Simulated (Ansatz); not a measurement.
Rb₂Cl. Charge 0, multiplicity 2. Geometry PBE-D4/def2-TZVP; atoms count from 1.

```xyz
3

Rb   -0.039   -0.779   -2.193
Rb    1.006    1.466    1.502
Cl   -0.968   -0.687    0.691
```

In the def2 sets Rb takes a core potential; there is no spin–orbit coupling. The structure comes from a short search, and lower isomers may exist.

**Question.** Estimate the Mulliken populations from the PBE0/def2-TZVP orbitals of Ansatz.

**Answer.** 
```json
{"atom": "Rb1", "charge (e)": "0.36", "spin (α − β)": "0.50"}
{"atom": "Rb2", "charge (e)": "0.36", "spin (α − β)": "0.50"}
{"atom": "Cl3", "charge (e)": "-0.73", "spin (α − β)": "0.00"}
```
Mulliken values and Mayer orders depend strongly on the basis.

**Question.** Where does the spin sit?

**Answer.** Summed by element: Rb 1.00, Cl 0.00, of 1 unpaired in all. Largest on single atoms: Rb2 0.50, Rb1 0.50, Cl3 0.00.

**Question.** And the Mayer bond orders between bonded heavy atoms (over 0.3)?

**Answer.** Rb1–Rb2 0.51 (4.45 Å).
